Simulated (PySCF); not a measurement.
An equivalent PySCF input for Ge⁻ (germanium, charge -1), [Ar] 3d10 4s2 4p3, high-spin 4S determinant, with scalar relativity by spin-free X2C-1e:

```python
from pyscf import gto, scf, dft, mp, cc
import basis_set_exchange as bse
mol = gto.M(atom="Ge 0 0 0", charge=-1, spin=3, symmetry="D2h",
            basis=gto.basis.parse(bse.get_basis("aug-cc-pVQZ-DK", elements=["Ge"], fmt="nwchem")),
            nucmod="G")
mf = dft.UKS(mol, xc="LC_WPBE").sfx2c1e()
mf.irrep_nelec = {'Ag': (6, 6), 'B1g': (1, 1), 'B2g': (1, 1), 'B3g': (1, 1), 'B1u': (3, 2), 'B2u': (3, 2), 'B3u': (3, 2)}
mf.kernel()
```

It reaches the same state as the run whose output follows, with an energy that differs only through the grid. The run itself started from symmetry-adapted Hartree-Fock orbitals and held the occupation by maximum overlap, on a logarithmic radial grid, so the iterations belong to that start.

```
SCF conv_tol = 1e-09
number electrons alpha = 18  beta = 15
XC functionals = LC_WPBE
    O. A. Vydrov and G. E. Scuseria.,  J. Chem. Phys. 125, 234109 (2006)
cycle= 1 E= -2098.52547870183  delta_E= -0.00976  |g|= 0.166  |ddm|= 2.86
cycle= 2 E= -2098.52604428286  delta_E= -0.000566  |g|= 0.146  |ddm|= 1.66
cycle= 3 E= -2098.52928160109  delta_E= -0.00324  |g|= 0.00483  |ddm|= 0.776
cycle= 4 E= -2098.52928602614  delta_E= -4.43e-06  |g|= 0.000289  |ddm|= 0.0301
cycle= 5 E= -2098.52928609021  delta_E= -6.41e-08  |g|= 4.9e-05  |ddm|= 0.00569
cycle= 6 E= -2098.52928609815  delta_E= -7.95e-09  |g|= 9.63e-06  |ddm|= 0.000967
cycle= 7 E= -2098.52928609853  delta_E= -3.77e-10  |g|= 1.04e-06  |ddm|= 0.000121
converged SCF energy = -2098.52928609853  <S^2> = 3.7545696  2S+1 = 4.0022841
```
